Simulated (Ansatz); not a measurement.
Computed with Ansatz on PBE0-D4/def2-TZVP structures; ΔE is electronic, products minus reactants. CBS: MP2 limit from def2 TZ/QZ plus the TZ coupled-cluster correction, frozen cores. DFT in def2-TZVPP. B3LYP here is the variant with VWN-RPA as its local correlation; programs differ in this. For Br outer-core shells are correlated without core-valence functions, which leaves a few kJ/mol of doubt a bond. Scalar relativity is left out up to krypton. Each species was taken in one conformer, which may not be the lowest.

Consider the formal exchange of groups at a C–O bond: `CO[Si]Br` + `C1CSC1` → `CC1CCS1` + `O[Si]Br`.

Task: Is it downhill or uphill in electronic energy at CCSD(T)/CBS, and by how much? (Estimate.)

Result: Ansatz gave: Downhill: ΔE = -15.5 kcal/mol.

Task: What do these levels give: r2SCAN-D4, B3LYP-D4, B2PLYP, r2SCAN, B3LYP, HF/def2-TZVPP, SCS-MP2/def2-TZVPP, CCSD/def2-TZVPP, CCSD(T)/def2-TZVPP, HF/def2-QZVPP, SCS-MP2/def2-QZVPP, MP2/CBS(def2)? (An estimate is asked.)

Result: Ansatz gave: r2SCAN-D4 -14.8, B3LYP-D4 -13.3, B2PLYP -14.0, r2SCAN -14.7, B3LYP -12.8, HF/def2-TZVPP -12.4, SCS-MP2/def2-TZVPP -15.1, CCSD/def2-TZVPP -14.9, CCSD(T)/def2-TZVPP -15.1, HF/def2-QZVPP -12.3, SCS-MP2/def2-QZVPP -15.3, MP2/CBS(def2) -16.9 kcal/mol.

Largest T1 diagnostic among the species: 0.012.

In def2-TZVPP, CCSD(T) changes the Hartree–Fock value by −2.7 kcal/mol (the triples alone add −0.2 kcal/mol) and MP2 by −4.2 kcal/mol.
